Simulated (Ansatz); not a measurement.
## Ansatz (development build ahead of 0.2.0) run

```yaml
crystal:
  periodic: [false, false, false]
  atoms:
    - { symbol: H, position_ang: [2.24604, -0.00679, 0.00944] }
    - { symbol: H, position_ang: [2.01956, 0.97444, 0.00097] }
    - { symbol: H, position_ang: [1.40734, 1.74955, -0.00425] }
    - { symbol: H, position_ang: [0.50276, 2.19889, 0.00059] }
    - { symbol: H, position_ang: [-0.49747, 2.19477, -0.00649] }
    - { symbol: H, position_ang: [-1.40817, 1.76608, -0.00407] }
    - { symbol: H, position_ang: [-2.0334, 0.97854, -0.00955] }
    - { symbol: H, position_ang: [-2.24314, -0.00134, -0.00864] }
    - { symbol: H, position_ang: [-2.03546, -0.97558, -0.00479] }
    - { symbol: H, position_ang: [-1.39685, -1.7533, 0.00123] }
    - { symbol: H, position_ang: [-0.49842, -2.18488, 0.00944] }
    - { symbol: H, position_ang: [0.49477, -2.18468, -0.00991] }
    - { symbol: H, position_ang: [1.40234, -1.75449, -0.00885] }
    - { symbol: H, position_ang: [2.02636, -0.96906, -0.00501] }
basis:
  gaussian: { orbitals: def2-SVP }
hamiltonian:
  xc: hf
```

The input is written out in the form of the current development build from the run's settings.

The run gave:

| Item | Value |
| --- | --- |
| Converged | yes |
| Total energy | -7.52831 hartree |
| Spin squared of the determinant | 0.000 |

Caution: stretched shape with no unrestricted run beside it, a lower state can exist.
